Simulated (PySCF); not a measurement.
C2H11BNOP.
Atom-mapped SMILES: `[CH3:1][O:2][CH2:3][NH2+:4][BH2-:5][PH2:6]` (hydrogens: H7, H8, H9 on C1; H10, H11 on C3; H12, H13 on N4; H14, H15 on B5; H16, H17 on P6)

Torsions of this conformer, `[CH3:1][O:2][CH2:3][NH2+:4][BH2-:5][PH2:6]`: C1–O2–C3–N4 82°, O2–C3–N4–B5 178°, C3–N4–B5–P6 -171°, H–P6–B5–N4 161°, H–P6–B5–N4 -103°.

The closed-shell ground state was solved at several levels (PySCF, density fitting, gas phase, non-relativistic). The structure is a single PBE0-D3(BJ)/def2-SVP conformer in the gas phase; no vibrational or solvent corrections.

```
           level  basis functions  total energy (Eh)  HOMO (eV)  LUMO (eV)  gap (eV)  dipole (D)
    KT3/pcSseg-1              164          -585.0831      -4.99      -0.70      4.29        5.45
    PBE/pcSseg-1              164          -578.4919      -4.95      -0.62      4.33        5.50
    KT2/pcSseg-1              164          -585.6111      -5.01      -0.72      4.29        5.40
   BLYP/pcSseg-1              164          -578.8491      -4.78      -0.59      4.19        5.51
wB97X-D/pcSseg-1              164          -578.8822      -7.90       2.06      9.96        5.65
     PBE0/STO-3G               45          -571.7382      -2.49       7.51     10.00        5.91
```

**Question.** What might CAM-B3LYP/def2-SVPD (215 basis functions) give for the same quantities?

**Answer.** Total energy -578.6245 Eh, HOMO -7.37 eV, LUMO 0.51 eV, gap 7.88 eV, dipole 5.44 D.

**Question.** Over all these levels, which gives the widest orbital gap and which the narrowest?

**Answer.** PBE0/STO-3G (global hybrid, 25 % exact exchange) has the widest, 10.00 eV, and BLYP/pcSseg-1 (GGA) the narrowest, 4.19 eV. Functional and basis both differ between the two, so the spread mixes both effects.

**Question.** How far do the dipole and the HOMO energy spread over the levels?

**Answer.** The dipole runs from 5.40 to 5.91 D (mean 5.55 D) and the HOMO from -7.90 to -2.49 eV.

wB97X-D is run here without its empirical dispersion term; that term would change no orbital, density or response property at a fixed geometry.
